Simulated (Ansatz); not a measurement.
## Nudged elastic band run: ClH₈NO₂SiTi

Input file:

```yaml
crystal:
  periodic: [false, false, false]
  atoms:
    - { symbol: Ti, position_ang: [-0.054027, -0.305694, -0.024754] }
    - { symbol: "N", position_ang: [0.03278, -0.003945, 1.823187] }
    - { symbol: H, position_ang: [-0.785463, 0.109005, 2.433504] }
    - { symbol: H, position_ang: [0.885889, -0.067933, 2.389732] }
    - { symbol: O, position_ang: [1.591565, -0.770355, -0.551571] }
    - { symbol: Si, position_ang: [2.931861, -0.882068, -1.567848] }
    - { symbol: H, position_ang: [2.713631, -1.9761, -2.575075] }
    - { symbol: H, position_ang: [3.149787, 0.426811, -2.279155] }
    - { symbol: H, position_ang: [4.140425, -1.205107, -0.733031] }
    - { symbol: O, position_ang: [-0.571776, 1.197616, -0.85919] }
    - { symbol: H, position_ang: [-0.854639, 2.050852, -0.487096] }
    - { symbol: Cl, position_ang: [-1.579931, -1.893965, -0.414178] }
    - { symbol: H, position_ang: [-0.36027, -3.032383, 3.434707] }
    - { symbol: H, position_ang: [-0.335134, -2.477533, 2.900069] }
basis:
  gaussian: { orbitals: def2-SVP }
hamiltonian:
  xc: pbe
neb:
  order_check: false
  images: 8
  f_tol: 0.05
  max_iterations: 60
  climbing: false
  final_atoms:
    - { symbol: Ti, position_ang: [-0.19683246, -0.86106125, 0.20972844] }
    - { symbol: "N", position_ang: [0.38509609, -0.38170031, 2.33298746] }
    - { symbol: H, position_ang: [0.93571625, 0.48842387, 2.36208289] }
    - { symbol: H, position_ang: [0.94307109, -1.12967456, 2.76414986] }
    - { symbol: O, position_ang: [1.58465432, -0.86523382, -0.15219673] }
    - { symbol: Si, position_ang: [2.77445849, -0.9215818, -1.33535809] }
    - { symbol: H, position_ang: [2.73749267, -2.23856703, -2.06062391] }
    - { symbol: H, position_ang: [2.5882113, 0.19950202, -2.32404263] }
    - { symbol: H, position_ang: [4.11987805, -0.76030821, -0.67675518] }
    - { symbol: O, position_ang: [-1.10424669, 0.70161439, 0.34554652] }
    - { symbol: H, position_ang: [-1.52876195, 1.12547366, -0.42291671] }
    - { symbol: Cl, position_ang: [-1.08050253, -1.78715902, -1.62521278] }
    - { symbol: H, position_ang: [-0.79734239, -2.15710341, 1.16358377] }
    - { symbol: H, position_ang: [-0.45619425, -0.24342353, 2.90832808] }
  initial_path:
    images:
      - { positions_ang: [[-0.054027, -0.305694, -0.024754], [0.03278, -0.003945, 1.823187], [-0.785463, 0.109005, 2.433504], [0.885889, -0.067933, 2.389732], [1.591565, -0.770355, -0.551571], [2.931861, -0.882068, -1.567848], [2.713631, -1.9761, -2.575075], [3.149787, 0.426811, -2.279155], [4.140425, -1.205107, -0.733031], [-0.571776, 1.197616, -0.85919], [-0.854639, 2.050852, -0.487096], [-1.579931, -1.893965, -0.414178], [-0.36027, -3.032383, 3.434707], [-0.335134, -2.477533, 2.900069]] }
      - { positions_ang: [[-0.0489292, -0.24104682, -0.00309071], [0.04361761, -0.03709447, 1.96828307], [-0.77988034, -0.02307465, 2.56559419], [0.90524271, -0.0265538, 2.5212184], [1.6260336, -0.58001087, -0.57254007], [2.87619986, -0.96070065, -1.46253435], [2.522004, -2.02562286, -2.40538921], [3.28758091, 0.1559413, -2.20821145], [3.93959974, -1.35221849, -0.54796791], [-0.67032196, 1.27657846, -0.76427426], [-1.10344909, 1.88433668, -0.51763139], [-1.47749182, -1.9038835, -0.49511379], [-0.102722, -2.75109339, 2.79707124], [-0.11278601, -2.24635593, 2.61388724]] }
      - { positions_ang: [[-0.04383139, -0.17639964, 0.01857258], [0.05445521, -0.07024393, 2.11337914], [-0.77429768, -0.1551543, 2.69768439], [0.92459642, 0.01482539, 2.65270479], [1.66050221, -0.38966674, -0.59350914], [2.82053872, -1.0393333, -1.35722069], [2.33037701, -2.07514572, -2.23570342], [3.42537482, -0.11492841, -2.1372679], [3.73877447, -1.49932998, -0.36290482], [-0.76886793, 1.35554092, -0.66935851], [-1.35225919, 1.71782135, -0.54816679], [-1.37505263, -1.91380199, -0.57604959], [0.15482601, -2.46980378, 2.15943549], [0.10956197, -2.01517887, 2.32770548]] }
      - { positions_ang: [[-0.03873359, -0.11175245, 0.04023588], [0.06529282, -0.1033934, 2.25847521], [-0.76871503, -0.28723395, 2.82977458], [0.94395012, 0.05620459, 2.78419119], [1.69497081, -0.19932262, -0.61447822], [2.76487758, -1.11796596, -1.25190704], [2.13875001, -2.12466858, -2.06601764], [3.56316873, -0.38579811, -2.06632435], [3.53794921, -1.64644148, -0.17784173], [-0.86741389, 1.43450339, -0.57444277], [-1.60106928, 1.55130603, -0.57870218], [-1.27261345, -1.92372049, -0.65698538], [0.41237401, -2.18851418, 1.52179973], [0.33190996, -1.7840018, 2.04152371]] }
      - { positions_ang: [[-0.03363578, -0.04710527, 0.06189917], [0.07613042, -0.13654286, 2.40357128], [-0.76313237, -0.4193136, 2.96186478], [0.96330383, 0.09758379, 2.91567759], [1.72943941, -0.00897849, -0.63544729], [2.70921644, -1.19659861, -1.14659339], [1.94712301, -2.17419144, -1.89633185], [3.70096263, -0.65666781, -1.9953808], [3.33712395, -1.79355297, 0.00722136], [-0.96595986, 1.51346585, -0.47952702], [-1.84987938, 1.3847907, -0.60923758], [-1.17017427, -1.93363899, -0.73792117], [0.66992201, -1.90722457, 0.88416397], [0.55425794, -1.55282473, 1.75534195]] }
      - { positions_ang: [[-0.04950305, -0.10881274, 0.08795277], [0.11527666, -0.17851568, 2.46021578], [-0.57189023, -0.37715594, 2.9539291], [0.9696574, -0.0203875, 2.95727957], [1.72867156, -0.01952058, -0.59107237], [2.69172727, -1.20098903, -1.12076118], [1.94977431, -2.20335444, -1.83917062], [3.63856533, -0.68192437, -2.00036832], [3.33484095, -1.74413088, 0.01347423], [-1.02512327, 1.45835456, -0.34566741], [-1.92478193, 1.28197089, -0.60210654], [-1.11468221, -1.92177166, -0.87248059], [0.62135842, -1.80997128, 0.63181694], [0.5408068, -1.30459035, 1.75625963]] }
      - { positions_ang: [[-0.08633541, -0.29687487, 0.11839669], [0.18273151, -0.22931183, 2.4284087], [-0.19498861, -0.16076099, 2.80596755], [0.96301082, -0.29770926, 2.90899714], [1.69266725, -0.23094889, -0.48135346], [2.71241008, -1.13113722, -1.1744104], [2.1467039, -2.21215759, -1.89453394], [3.37597682, -0.46156777, -2.08128689], [3.53110023, -1.49817521, -0.15908312], [-1.04490412, 1.26916952, -0.17286393], [-1.82577693, 1.24284658, -0.55730909], [-1.10613729, -1.8881185, -1.06066364], [0.26668321, -1.89675431, 0.76475865], [0.29155654, -1.03929864, 2.04427674]] }
      - { positions_ang: [[-0.12316776, -0.484937, 0.14884061], [0.25018637, -0.28010799, 2.39660162], [0.18191301, 0.05563396, 2.658006], [0.95636424, -0.57503103, 2.86071472], [1.65666294, -0.4423772, -0.37163455], [2.73309288, -1.06128541, -1.22805963], [2.34363349, -2.22096074, -1.94989726], [3.11338831, -0.24121118, -2.16220547], [3.7273595, -1.25221954, -0.33164048], [-1.06468498, 1.07998447, -6.044e-05], [-1.72677194, 1.20372227, -0.51251163], [-1.09759237, -1.85446534, -1.24884669], [-0.08799199, -1.98353735, 0.89770035], [0.04230627, -0.77400694, 2.33229386]] }
      - { positions_ang: [[-0.16000011, -0.67299912, 0.17928453], [0.31764123, -0.33090415, 2.36479454], [0.55881463, 0.27202891, 2.51004445], [0.94971766, -0.8523528, 2.81243229], [1.62065863, -0.65380551, -0.26191564], [2.75377569, -0.99143361, -1.28170886], [2.54056308, -2.22976389, -2.00526059], [2.85079981, -0.02085458, -2.24312405], [3.92361878, -1.00626387, -0.50419783], [-1.08446583, 0.89079943, 0.17274304], [-1.62776694, 1.16459797, -0.46771417], [-1.08904745, -1.82081218, -1.43702973], [-0.44266719, -2.07032038, 1.03064206], [-0.20694399, -0.50871523, 2.62031097]] }
      - { positions_ang: [[-0.19683246, -0.86106125, 0.20972844], [0.38509609, -0.38170031, 2.33298746], [0.93571625, 0.48842387, 2.36208289], [0.94307109, -1.12967456, 2.76414986], [1.58465432, -0.86523382, -0.15219673], [2.77445849, -0.9215818, -1.33535809], [2.73749267, -2.23856703, -2.06062391], [2.5882113, 0.19950202, -2.32404263], [4.11987805, -0.76030821, -0.67675518], [-1.10424669, 0.70161439, 0.34554652], [-1.52876195, 1.12547366, -0.42291671], [-1.08050253, -1.78715902, -1.62521278], [-0.79734239, -2.15710341, 1.16358377], [-0.45619425, -0.24342353, 2.90832808]] }
```

Command:

```bash
$ ansatz run input.yaml --threads 4 --pin off --max-ram 5120MiB --backend cpu --events-out ev --progress --plain --runs-dir out
```

Output, in part (warnings, iteration lines, the closing report on the highest movable image, with atoms numbered from 0):

```
NEB end point (image 0): max|allowed force component| = 2.263e-2 eV/Å (the criterion of neb.relax_end_points is 1.000e-2)
NEB end point (image 9): max|allowed force component| = 2.432e-2 eV/Å (the criterion of neb.relax_end_points is 1.000e-2)
NEB iter   1: max|band force component| = 2.133e2 eV/Å  barrier→ = 60.7173 eV  barrier← = 60.6073 eV  Δτ_max = 0.2000 Å  (645 SCF iters)
NEB iter   2: max|band force component| = 1.177e2 eV/Å  barrier→ = 38.8988 eV  barrier← = 38.7888 eV  Δτ_max = 0.2000 Å  (315 SCF iters)
NEB iter   3: max|band force component| = 5.165e1 eV/Å  barrier→ = 12.4287 eV  barrier← = 12.3187 eV  Δτ_max = 0.2000 Å  (298 SCF iters)
NEB iter   4: max|band force component| = 3.266e1 eV/Å  barrier→ = 6.0821 eV  barrier← = 5.9721 eV  Δτ_max = 0.2000 Å  (289 SCF iters)
NEB iter   5: max|band force component| = 1.571e1 eV/Å  barrier→ = 2.1021 eV  barrier← = 1.9921 eV  Δτ_max = 0.1991 Å  (287 SCF iters)
NEB iter   6: max|band force component| = 7.762e0 eV/Å  barrier→ = 1.1024 eV  barrier← = 0.9924 eV  Δτ_max = 0.2000 Å  (294 SCF iters)
NEB iter   7: max|band force component| = 1.710e1 eV/Å  barrier→ = 2.8759 eV  barrier← = 2.7659 eV  Δτ_max = 0.1029 Å  (280 SCF iters)
NEB iter   8: max|band force component| = 3.883e0 eV/Å  barrier→ = 0.9435 eV  barrier← = 0.8335 eV  Δτ_max = 0.1977 Å  (288 SCF iters)
NEB iter   9: max|band force component| = 2.324e0 eV/Å  barrier→ = 1.0145 eV  barrier← = 0.9045 eV  Δτ_max = 0.2000 Å  (289 SCF iters)
NEB iter  10: max|band force component| = 6.297e-1 eV/Å  barrier→ = 1.0428 eV  barrier← = 0.9328 eV  Δτ_max = 0.1961 Å  (280 SCF iters)
NEB iter  11: max|band force component| = 5.464e-1 eV/Å  barrier→ = 0.9970 eV  barrier← = 0.8870 eV  Δτ_max = 0.1993 Å  (274 SCF iters)
NEB iter  12: max|band force component| = 4.786e0 eV/Å  barrier→ = 1.2836 eV  barrier← = 1.1736 eV  Δτ_max = 0.1006 Å  (282 SCF iters)
NEB iter  13: max|band force component| = 5.221e-1 eV/Å  barrier→ = 0.9429 eV  barrier← = 0.8329 eV  Δτ_max = 0.2000 Å  (274 SCF iters)
NEB iter  14: max|band force component| = 5.149e-1 eV/Å  barrier→ = 0.8128 eV  barrier← = 0.7028 eV  Δτ_max = 0.2000 Å  (279 SCF iters)
NEB iter  15: max|band force component| = 9.552e-1 eV/Å  barrier→ = 0.8977 eV  barrier← = 0.7877 eV  Δτ_max = 0.1004 Å  (269 SCF iters)
NEB iter  16: max|band force component| = 4.497e-1 eV/Å  barrier→ = 0.8578 eV  barrier← = 0.7478 eV  Δτ_max = 0.1982 Å  (268 SCF iters)
NEB iter  17: max|band force component| = 2.917e0 eV/Å  barrier→ = 1.4544 eV  barrier← = 1.3444 eV  Δτ_max = 0.1009 Å  (279 SCF iters)
NEB iter  18: max|band force component| = 6.854e-1 eV/Å  barrier→ = 0.8875 eV  barrier← = 0.7775 eV  Δτ_max = 0.1989 Å  (273 SCF iters)
NEB iter  19: max|band force component| = 1.232e0 eV/Å  barrier→ = 0.6960 eV  barrier← = 0.5860 eV  Δτ_max = 0.0995 Å  (272 SCF iters)
NEB iter  20: max|band force component| = 3.574e-1 eV/Å  barrier→ = 0.6104 eV  barrier← = 0.5004 eV  Δτ_max = 0.2000 Å  (265 SCF iters)
NEB iter  21: max|band force component| = 2.179e-1 eV/Å  barrier→ = 0.7176 eV  barrier← = 0.6076 eV  Δτ_max = 0.2000 Å  (283 SCF iters)
NEB iter  22: max|band force component| = 3.096e-1 eV/Å  barrier→ = 0.7578 eV  barrier← = 0.6478 eV  Δτ_max = 0.1011 Å  (274 SCF iters)
NEB iter  23: max|band force component| = 3.361e-1 eV/Å  barrier→ = 0.6950 eV  barrier← = 0.5850 eV  Δτ_max = 0.0500 Å  (254 SCF iters)
NEB iter  24: max|band force component| = 2.137e-1 eV/Å  barrier→ = 0.6489 eV  barrier← = 0.5389 eV  Δτ_max = 0.0502 Å  (262 SCF iters)
NEB iter  25: max|band force component| = 1.241e-1 eV/Å  barrier→ = 0.6103 eV  barrier← = 0.5002 eV  Δτ_max = 0.1007 Å  (271 SCF iters)
NEB iter  26: max|band force component| = 1.610e-1 eV/Å  barrier→ = 0.5582 eV  barrier← = 0.4482 eV  Δτ_max = 0.0503 Å  (250 SCF iters)
NEB iter  27: max|band force component| = 1.621e-1 eV/Å  barrier→ = 0.5477 eV  barrier← = 0.4377 eV  Δτ_max = 0.0251 Å  (261 SCF iters)
NEB iter  28: max|band force component| = 1.420e-1 eV/Å  barrier→ = 0.5494 eV  barrier← = 0.4394 eV  Δτ_max = 0.0251 Å  (252 SCF iters)
NEB iter  29: max|band force component| = 8.256e-2 eV/Å  barrier→ = 0.5521 eV  barrier← = 0.4421 eV  Δτ_max = 0.0252 Å  (251 SCF iters)
NEB iter  30: max|band force component| = 9.304e-2 eV/Å  barrier→ = 0.5569 eV  barrier← = 0.4469 eV  Δτ_max = 0.0125 Å  (249 SCF iters)
NEB iter  31: max|band force component| = 8.255e-2 eV/Å  barrier→ = 0.5598 eV  barrier← = 0.4498 eV  Δτ_max = 0.0125 Å  (256 SCF iters)
NEB iter  32: max|band force component| = 7.224e-2 eV/Å  barrier→ = 0.5583 eV  barrier← = 0.4483 eV  Δτ_max = 0.0125 Å  (253 SCF iters)
NEB iter  33: max|band force component| = 7.342e-2 eV/Å  barrier→ = 0.5582 eV  barrier← = 0.4482 eV  Δτ_max = 0.0125 Å  (255 SCF iters)
NEB iter  34: max|band force component| = 7.143e-2 eV/Å  barrier→ = 0.5568 eV  barrier← = 0.4468 eV  Δτ_max = 0.0125 Å  (255 SCF iters)
NEB iter  35: max|band force component| = 6.566e-2 eV/Å  barrier→ = 0.5560 eV  barrier← = 0.4460 eV  Δτ_max = 0.0125 Å  (254 SCF iters)
NEB iter  36: max|band force component| = 6.364e-2 eV/Å  barrier→ = 0.5542 eV  barrier← = 0.4442 eV  Δτ_max = 0.0125 Å  (256 SCF iters)
NEB iter  37: max|band force component| = 6.912e-2 eV/Å  barrier→ = 0.5527 eV  barrier← = 0.4427 eV  Δτ_max = 0.0125 Å  (253 SCF iters)
NEB iter  38: max|band force component| = 7.135e-2 eV/Å  barrier→ = 0.5513 eV  barrier← = 0.4413 eV  Δτ_max = 0.0251 Å  (246 SCF iters)
NEB iter  39: max|band force component| = 7.225e-2 eV/Å  barrier→ = 0.5560 eV  barrier← = 0.4460 eV  Δτ_max = 0.0251 Å  (249 SCF iters)
NEB iter  40: max|band force component| = 6.823e-2 eV/Å  barrier→ = 0.5638 eV  barrier← = 0.4538 eV  Δτ_max = 0.0251 Å  (251 SCF iters)
NEB iter  41: max|band force component| = 6.434e-2 eV/Å  barrier→ = 0.5652 eV  barrier← = 0.4552 eV  Δτ_max = 0.0251 Å  (249 SCF iters)
NEB iter  42: max|band force component| = 5.707e-2 eV/Å  barrier→ = 0.5688 eV  barrier← = 0.4588 eV  Δτ_max = 0.0251 Å  (261 SCF iters)
NEB iter  43: max|band force component| = 6.217e-2 eV/Å  barrier→ = 0.5750 eV  barrier← = 0.4650 eV  Δτ_max = 0.0251 Å  (251 SCF iters)
NEB iter  44: max|band force component| = 6.813e-2 eV/Å  barrier→ = 0.5772 eV  barrier← = 0.4672 eV  Δτ_max = 0.0502 Å  (250 SCF iters)
NEB iter  45: max|band force component| = 7.723e-2 eV/Å  barrier→ = 0.5938 eV  barrier← = 0.4838 eV  Δτ_max = 0.0503 Å  (264 SCF iters)
NEB iter  46: max|band force component| = 8.704e-2 eV/Å  barrier→ = 0.6031 eV  barrier← = 0.4931 eV  Δτ_max = 0.0503 Å  (264 SCF iters)
NEB iter  47: max|band force component| = 1.005e-1 eV/Å  barrier→ = 0.6038 eV  barrier← = 0.4938 eV  Δτ_max = 0.0251 Å  (261 SCF iters)
NEB iter  48: max|band force component| = 1.128e-1 eV/Å  barrier→ = 0.6001 eV  barrier← = 0.4901 eV  Δτ_max = 0.0125 Å  (265 SCF iters)
NEB iter  49: max|band force component| = 8.284e-2 eV/Å  barrier→ = 0.5977 eV  barrier← = 0.4877 eV  Δτ_max = 0.0125 Å  (254 SCF iters)
NEB iter  50: max|band force component| = 7.108e-2 eV/Å  barrier→ = 0.5972 eV  barrier← = 0.4872 eV  Δτ_max = 0.0250 Å  (249 SCF iters)
NEB iter  51: max|band force component| = 9.364e-2 eV/Å  barrier→ = 0.6044 eV  barrier← = 0.4944 eV  Δτ_max = 0.0125 Å  (265 SCF iters)
NEB iter  52: max|band force component| = 6.437e-2 eV/Å  barrier→ = 0.6046 eV  barrier← = 0.4946 eV  Δτ_max = 0.0250 Å  (265 SCF iters)
NEB iter  53: max|band force component| = 7.416e-2 eV/Å  barrier→ = 0.6094 eV  barrier← = 0.4994 eV  Δτ_max = 0.0501 Å  (266 SCF iters)
NEB iter  54: max|band force component| = 7.268e-2 eV/Å  barrier→ = 0.6065 eV  barrier← = 0.4965 eV  Δτ_max = 0.0502 Å  (267 SCF iters)
NEB iter  55: max|band force component| = 7.892e-2 eV/Å  barrier→ = 0.5849 eV  barrier← = 0.4749 eV  Δτ_max = 0.0250 Å  (263 SCF iters)
NEB iter  56: max|band force component| = 4.872e-2 eV/Å  barrier→ = 0.5659 eV  barrier← = 0.4558 eV  Δτ_max = 0.0000 Å  (458 SCF iters)
Total energy: -49200.41789800 eV, -1808.0820085104 hartree
Atom 0 at    -0.101204    -0.723016     0.204000 Å, force    -0.094875    -0.219675    -0.102930 eV/Å
Atom 1 at     0.120682    -0.198554     2.336022 Å, force    -0.011195    -0.215211     0.127612 eV/Å
Atom 2 at    -0.416225     0.640980     2.597418 Å, force    -0.016362    -0.131999    -0.019913 eV/Å
Atom 3 at     1.030724    -0.210726     2.809982 Å, force     0.091953     0.055987    -0.063123 eV/Å
Atom 4 at     1.558807    -0.917012    -0.413193 Å, force     0.042745    -0.017167    -0.039142 eV/Å
Atom 5 at     2.952330    -1.121972    -1.330553 Å, force    -0.009797    -0.057023    -0.016651 eV/Å
Atom 6 at     2.739126    -2.236214    -2.314385 Å, force     0.022544    -0.006114    -0.030035 eV/Å
Atom 7 at     3.278149     0.147671    -2.066255 Å, force     0.007861     0.016799     0.000104 eV/Å
Atom 8 at     4.088821    -1.475373    -0.411908 Å, force     0.012875     0.017893     0.002274 eV/Å
Atom 9 at    -0.726371     1.010964     0.099047 Å, force    -0.108423    -0.162323     0.207889 eV/Å
Atom 10 at    -1.224179     1.221568    -0.716306 Å, force     0.067589    -0.016902     0.099486 eV/Å
Atom 11 at    -1.660118    -1.674475    -1.070181 Å, force     0.047019    -0.054114    -0.274316 eV/Å
Atom 12 at    -0.384414    -2.179477     1.243884 Å, force    -0.067696     0.225702    -0.226890 eV/Å
Atom 13 at    -0.351432    -1.115162     2.521729 Å, force     0.015762     0.564148     0.335635 eV/Å
Dipole moment:     0.384898     0.482136     0.568107 e Å
```

It converged. No image climbed, so the highest image needn't sit at the top of the path. The orbitals stay closed-shell, which can raise the energy where a bond breaks towards radicals; this wasn't checked here.

Final band (atoms are numbered from 1 in the order of the input):

```
image  path coordinate (Å)  energy (eV)  H13–H14 (Å)  Ti1–H13 (Å)  N2–H14 (Å)
    0                 0.00         0.00         0.77         4.42        2.72
    1                 1.24         0.01         0.77         4.31        2.87
    2                 2.48         0.01         0.77         4.28        3.07
    3                 3.72         0.07         0.77         3.50        2.52
    4                 4.96         0.50         0.79         2.42        2.03
    5                 6.20         0.57         1.66         1.81        1.05
    6                 7.44         0.14         2.31         1.72        1.03
    7                 8.68         0.12         2.43         1.72        1.03
    8                 9.93         0.13         2.40         1.72        1.03
    9                11.17         0.11         2.61         1.72        1.03
```

Time of the run: 17 min on 4 threads of Arm Neoverse V2, with other jobs on the host, peak memory 0.26 GiB.
